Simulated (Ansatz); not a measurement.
**Pulling the pair apart**

The pair of H₂S (SMILES S, atoms 1–3) and CH₃I (SMILES CI, atoms 4–8), both closed shells, in one local arrangement (a lower one may exist), relaxed at PBE0-D4/def2-TZVP:

```
atom    x (Å)    y (Å)    z (Å)
  S1   0.6737   0.2112  -2.4335
  H2   0.0317   1.0894  -1.6419
  H3  -0.4693  -0.4132  -2.7552
  C4   0.0776  -0.3710   1.3907
  I5  -1.0728   1.4084   1.1669
  H6   0.4768  -0.6201   0.4108
  H7   0.8698  -0.1593   2.1020
  H8  -0.5876  -1.1453   1.7602
```

CH₃I is shifted rigidly along the line between the mean atom positions of the two fragments (negative: closer). Counterpoise interaction energies in kcal/mol. Computed with Ansatz 0.2.0 (basis: def2-TZVPPD); correlated methods freeze the cores. Filled d shells of the heavier atoms are correlated. Core potentials replace the inner electrons of the atoms past krypton. The def2 sets are not built for correlating such inner shells, so the correlated values are less sure here.

```tsv
shift (Å)	wB97M-V	HF	MP2
-0.42	-0.40	4.91	-0.55
-0.21	-1.88	2.03	-1.95
0.00	-2.35	0.51	-2.39
0.21	-2.31	-0.24	-2.37
0.50	-1.95	-0.64	-2.03
1.04	-1.22	-0.65	-1.29
2.09	-0.48	-0.34	-0.50
4.18	-0.11	-0.10	-0.11
```

Question: What does CCSD(T) give at these shifts? (An estimate is asked for; the value comes from the calculation.)

Answer: By the calculation: 0.31, -1.33, -1.95, -2.04, -1.81, -1.18, -0.46, -0.11 kcal/mol. For zero shift, CCSD(T) at an estimated basis limit (MP2 extrapolated from triple and quadruple zeta, plus CCSD(T) − MP2 in triple zeta) gives -2.48 kcal/mol. These are counterpoise interaction energies, counted from the two frozen fragments.

No T1 diagnostic of these runs exceeds 0.009.

For scale, one of the runs: CCSD(T)/def2-TZVPPD, 232 basis functions, launched by `ansatz run in.yaml --threads 4 --pin off --events-out ev --progress --plain --max-ram 9574MiB`. Time: 2.4 min of wall clock on 4 CPU threads of an Arm Neoverse V1; the host was shared. Peak host memory: 4.3 GiB.
